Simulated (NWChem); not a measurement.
System: CH7ClOSi2; SMILES OC[SiH2][SiH2]Cl

Input file for NWChem:

```
start job
memory heap 200 mb stack 900 mb global 1100 mb
geometry units angstroms noautoz
  O      1.069065    -2.552003     0.185403
  C     -0.236872    -2.492094    -0.360557
  Si    -1.051005    -0.827030     0.097646
  Si     0.675532     0.739457    -0.151493
  Cl    -0.127548     2.662381    -0.061223
  H      0.996358    -2.617110     1.143719
  H     -0.124822    -2.537742    -1.456278
  H     -0.855106    -3.367336    -0.081715
  H     -2.236778    -0.503478    -0.754293
  H     -1.479472    -0.845155     1.533731
  H      1.358290     0.584867    -1.468911
  H      1.686814     0.625719     0.938471
end
basis spherical
  * library def2-svp
end
basis "cd basis" spherical
  * library "Ahlrichs Coulomb Fitting"
end
dft
  xc becke88 lyp
  iterations 150
end
task dft gradient
```

NWChem printed, in part:

```
             Northwest Computational Chemistry Package (NWChem) 7.3.0
             --------------------------------------------------------

 C1  symmetry detected

                             Geometry "geometry" -> ""
                             -------------------------

 Output coordinates in angstroms (scale by  1.889725989 to convert to a.u.)

  No.       Tag          Charge          X              Y              Z
 ---- ---------------- ---------- -------------- -------------- --------------
    1 O                    8.0000     1.04827081    -2.56877833     0.20040206
    2 C                    6.0000    -0.24806568    -2.48371284    -0.36476024
    3 Si                  14.0000    -1.04876926    -0.81613298     0.10773511
    4 Si                  14.0000     0.70062180     0.73235099    -0.08901364
    5 Cl                  17.0000    -0.08006102     2.66350915     0.02000641
    6 H                    1.0000     0.95967757    -2.64835379     1.15628582
    7 H                    1.0000    -0.11933497    -2.51315601    -1.45920300
    8 H                    1.0000    -0.88133840    -3.35548936    -0.10983660
    9 H                    1.0000    -2.21690083    -0.46407274    -0.75717286
   10 H                    1.0000    -1.50000133    -0.85194419     1.53649674
   11 H                    1.0000     1.40209924     0.59038370    -1.39799088
   12 H                    1.0000     1.69312828     0.58842839     1.01455617

 Effective nuclear repulsion energy (a.u.)     344.0400310282

 Summary of "cd basis" -> "" (spherical)
 ------------------------------------------------------------------------------
       Tag                 Description            Shells   Functions and Types
 ---------------- ------------------------------  ------  ---------------------
 *                  Ahlrichs Coulomb Fitting          on all atoms

                                 NWChem DFT Module
                                 -----------------

 Summary of "ao basis" -> "ao basis" (spherical)
 ------------------------------------------------------------------------------
       Tag                 Description            Shells   Functions and Types
 ---------------- ------------------------------  ------  ---------------------
 O                          def2-svp                 6       14   3s2p1d
 C                          def2-svp                 6       14   3s2p1d
 Si                         def2-svp                 8       18   4s3p1d
 Cl                         def2-svp                 8       18   4s3p1d
 H                          def2-svp                 3        5   2s1p

 Summary of "cd basis" -> "cd basis" (spherical)
 ------------------------------------------------------------------------------
       Tag                 Description            Shells   Functions and Types
 ---------------- ------------------------------  ------  ---------------------
 O                  Ahlrichs Coulomb Fitting        14       38   7s3p3d1f
 C                  Ahlrichs Coulomb Fitting        14       38   7s3p3d1f
 Si                 Ahlrichs Coulomb Fitting        12       40   5s3p2d1f1g
 Cl                 Ahlrichs Coulomb Fitting        12       40   5s3p2d1f1g
 H                  Ahlrichs Coulomb Fitting         6       14   3s2p1d

            General Information
            -------------------
          SCF calculation type: DFT
          Wavefunction type:  closed shell.
          No. of atoms     :    12
          No. of electrons :    66
           Alpha electrons :    33
            Beta electrons :    33
          Charge           :     0
          Spin multiplicity:     1
          Use of symmetry is: off; symmetry adaption is: off
          Maximum number of iterations: 150
          AO basis - number of functions:   117
                     number of shells:    57
          A Charge density fitting basis will be used.
          CD basis - number of functions:   294
                     number of shells:   106
          Convergence on energy requested:  1.00D-06
          Convergence on density requested:  1.00D-05
          Convergence on gradient requested:  5.00D-04

              XC Information
              --------------
                    Becke 1988 Exchange Functional  1.000
              Lee-Yang-Parr Correlation Functional  1.000

[...]

                         DFT ENERGY GRADIENTS

    atom               coordinates                        gradient
                 x          y          z           x          y          z
   1 O       1.980945  -4.854287   0.378705   -0.016980   0.000650   0.006152
   2 C      -0.468776  -4.693537  -0.689297    0.009774   0.000512   0.003761
   3 Si     -1.981887  -1.542268   0.203590    0.003107  -0.002544  -0.000711
   4 Si      1.323983   1.383943  -0.168211   -0.002808   0.003508   0.000156
   5 Cl     -0.151293   5.033302   0.037807    0.003350  -0.008988  -0.000477
   6 H       1.813528  -5.004663   2.185063    0.000796   0.001032  -0.012949
   7 H      -0.225510  -4.749176  -2.757494   -0.000521   0.000390   0.005361
   8 H      -1.665488  -6.340955  -0.207561    0.003766   0.004772  -0.000915
   9 H      -4.189335  -0.876970  -1.430849    0.002334  -0.000698   0.001264
  10 H      -2.834591  -1.609941   2.903558    0.000907   0.000192  -0.002127
  11 H       2.649583   1.115663  -2.641820   -0.001616   0.000675   0.002217
  12 H       3.199549   1.111968   1.917233   -0.002110   0.000501  -0.001733
```

Level: BLYP/def2-SVP, Coulomb fitting. Structure relaxed at the PBE0/def2-SVP level.
